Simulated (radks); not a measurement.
The numbers below are computed, except where a source is named.
Excited configurations of Cr22+: one electron is placed in a higher orbital outside 1s1. The ground configuration is [He]. Level of theory: scalar-relativistic Kohn-Sham, r2SCAN, spin-polarised, spherical densities, finite nucleus; open shells are filled with parallel spins first; meta-GGA in the generalised Kohn-Sham scheme; Fermi nuclear charge, rms radius 3.6452 fm (a radial shooting solver on a logarithmic mesh with Libxc functionals). Excitation = E - E(ground); binding = E(ion) - E, where the ion is the core of charge +23; n* = 23/sqrt(2 binding) in atomic units. These energies are relativistic, and a one-electron ion of charge +23 with no core already has n* below n in this formula (scalar-relativistic equation, point nucleus: 2s 1.991, 5p 4.993, 5f 4.998, 6d 5.996, 6f 5.998, 7s 6.987, 7p 6.992, 7f 6.997). The quantum defect is therefore taken as that value minus n*, so that it holds no relativistic shift of the bare ion.

outer orbital,excitation (eV),binding (eV),quantum defect,eigenvalue (eV),<r> (bohr)
2s,5635.6,1854.1,0.021,-1822.2,0.2533
5p,7199.6,290.12,0.012,-285.15,1.574
5f,7202.9,286.88,-0.011,-280.58,1.371
6d,7290.0,199.73,-0.007,-196.20,2.216
6f,7290.2,199.49,-0.009,-195.46,2.089
7s,7341.1,148.68,0.030,-146.32,3.161
7p,7341.8,147.91,0.016,-145.47,3.132
7f,7343.1,146.69,-0.007,-143.87,2.936

The Delta-SCF ionisation energy is 7489.7 eV (NIST Atomic Spectra Database: 7481.9 eV, theoretical). Self-interaction in the functional shifts the binding energies and quantum defects, so they are the method's values and not measured ones.
